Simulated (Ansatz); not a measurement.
Cost and result up the ladder for Ge6N4H16, a cluster cut from the lattice of germanium (4 of the caps NH2) (26 atoms). Total charge 0; singlet. Geometry: r2SCAN-D4/def2-SVP.

```tsv
atom	x (Å)	y (Å)	z (Å)
Ge1	0.907	-2.435	-1.074
Ge2	0.172	1.336	-1.830
Ge3	2.071	0.173	1.655
Ge4	1.235	-2.109	1.305
Ge5	0.825	1.869	0.445
Ge6	-0.868	-0.852	-1.588
N7	-1.183	2.600	-2.098
N8	-0.416	-2.483	2.033
N9	-0.919	1.869	1.141
N10	-1.965	-0.791	-0.076
H11	0.513	-3.887	-1.406
H12	2.185	-2.092	-1.866
H13	-0.805	3.533	-2.271
H14	-1.780	2.374	-2.893
H15	1.307	1.384	-2.887
H16	2.009	0.548	3.155
H17	3.555	0.298	1.239
H18	-0.513	-2.198	3.008
H19	-1.153	-2.024	1.478
H20	2.269	-3.067	1.936
H21	-0.980	2.194	2.106
H22	-1.513	2.472	0.564
H23	1.503	3.264	0.578
H24	-1.760	0.062	0.471
H25	-2.952	-0.764	-0.334
H26	-1.743	-1.274	-2.790
```

Ansatz on 4 threads of Arm Neoverse V1 on a shared host. Times are rough, and most runs start from the orbitals of an earlier one. PBE0-D4/def2-SVP serves as the yardstick here, not as an exact answer. Differences are given only for rows in sets of like size (and for xTB, whose basis is part of the method), since another set adds its own error. Binding counts from free atoms at the same level (Ge triplet, N quartet, H doublet; other spins of the atoms weren't run), without zero-point energy or a counterpoise term.

The 6-31G sets use Cartesian d functions. B3LYP takes the VWN-RPA correlation.

```
                         level  functions  wall time
               PBE-D4/def2-SVP        328       14 s
                      HF/6-31G        242       16 s
                B3LYP-D4/6-31G        242       21 s
            r2SCAN-D4/def2-SVP        328       30 s
PBE0-D4/def2-SVP (with forces)        328       44 s
```

Task: Estimate what each level gives for the binding energy per atom (eV).

Result: 
| level | binding energy per atom (eV) | difference from PBE0-D4/def2-SVP (eV) |
| --- | --- | --- |
| PBE-D4/def2-SVP | 3.16 | 0.05 |
| HF/6-31G | 1.88 | – |
| B3LYP-D4/6-31G | 3.02 | – |
| r2SCAN-D4/def2-SVP | 3.11 | 0.00 |
| PBE0-D4/def2-SVP (with forces) | 3.11 | 0.00 |
